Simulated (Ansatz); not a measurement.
Basis sets compared for the cluster RbF₂⁻ (the lowest singlet isomer of a short search). The state is a singlet with charge -1. Geometry r2SCAN-D4/def2-TZVPD. Ansatz on 4 threads of Intel Xeon on a shared host; times are rough, and most runs start from earlier orbitals.

Cartesian coordinates in Å:
```
Rb 0.0009 0.0007 -0.0004
F -1.7335 1.7630 -0.6470
F 1.7327 -1.7637 0.6474
```

In the def2 sets Rb takes a core potential; there is no spin–orbit coupling. The structure comes from a short search, and lower isomers may exist.

| level | functions | energy (Eh) | HOMO (eV) | LUMO (eV) | wall time |
| --- | --- | --- | --- | --- | --- |
| PBE-D4/def2-SVPD | 73 | -223.5854 | -0.53 | 1.80 | 2 s |
| PBE0-D4/def2-SVPD | 73 | -223.5735 | -2.29 | 1.85 | 2.2 s |

**Question.** Estimate the rows for PBE-D4/def2-TZVPD, PBE0-D4/def2-TZVPD (with forces).

**Answer.** 
```
                           level  functions  energy (Eh)  HOMO (eV)  LUMO (eV)  wall time
               PBE-D4/def2-TZVPD        113    -223.8120      -0.49       2.36      2.5 s
PBE0-D4/def2-TZVPD (with forces)        113    -223.7999      -2.23       2.72      5.5 s
```
